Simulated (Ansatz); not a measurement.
Species: H3B, SMILES `B` (charge 0, multiplicity 1).

**Question.** Give a relaxed geometry from PBE-D3(BJ)/def2-TZVP (Ansatz, an electronic-structure program).

**Answer.** the end point of this relaxation (outside a Z-matrix the atoms follow the SMILES, hydrogens last).
Z-matrix (Å, degrees):
```
B
H 1 1.1995
H 1 1.1995 2 120.00
H 1 1.1995 2 120.00 3 -180.00
```
